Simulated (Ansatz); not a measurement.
Born–Oppenheimer molecular dynamics of AlF2H3OSi (8 atoms, charge 0, multiplicity 1). It starts from a relaxed structure.

Method: RKS r2SCAN-D4/STO-3G in Ansatz.

- ensemble: NVE (velocity Verlet)
- time step: 0.5 fs
- steps asked: 500
- starting velocities drawn for: 2000 K
- masses: H 2.014 u
- seed: 349742

First frame:

```xyz
8
Properties=species:S:1:pos:R:3
Al -0.013 0.019 0.094
O 0.141 -0.404 1.724
Si -1.282 -0.485 2.637
H -2.223 -1.474 2.133
H -0.912 -0.862 3.986
H -1.986 0.787 2.701
F 1.342 0.107 -0.802
F -1.470 0.331 -0.570
```

(1) How far do the bonds stretch over the last three quarters of this one trajectory? (Pairs bonded in most of those frames.)

Answers

(1) 
```json
{"bond": "Al1–O2", "mean (Å)": "1.708", "spread (Å)": "0.071", "shortest": "1.57", "longest": "1.82"}
{"bond": "Al1–F7", "mean (Å)": "1.638", "spread (Å)": "0.048", "shortest": "1.56", "longest": "1.75"}
{"bond": "Al1–F8", "mean (Å)": "1.641", "spread (Å)": "0.047", "shortest": "1.56", "longest": "1.75"}
{"bond": "O2–Si3", "mean (Å)": "1.707", "spread (Å)": "0.075", "shortest": "1.56", "longest": "1.87"}
{"bond": "Si3–H4", "mean (Å)": "1.465", "spread (Å)": "0.034", "shortest": "1.40", "longest": "1.53"}
{"bond": "Si3–H5", "mean (Å)": "1.461", "spread (Å)": "0.009", "shortest": "1.44", "longest": "1.48"}
{"bond": "Si3–H6", "mean (Å)": "1.458", "spread (Å)": "0.016", "shortest": "1.42", "longest": "1.50"}
```

Mean temperature of the second half: 1108 K. The conserved energy stayed within 0.23 meV per atom of its start (net change 0.13 meV per atom), so the integration is sound. Over the second half the temperature averaged 0.55 of the 2000 K drawn at the start: a run that starts near a minimum puts about half its kinetic energy into the potential. A run of 0.25 ps of so small a system gives no equilibrium averages. Limits of this set-up: minimal basis.

Time of the run: 21 min on 1 thread of Arm Neoverse V2, with other jobs on the host, peak memory 0.11 GiB.
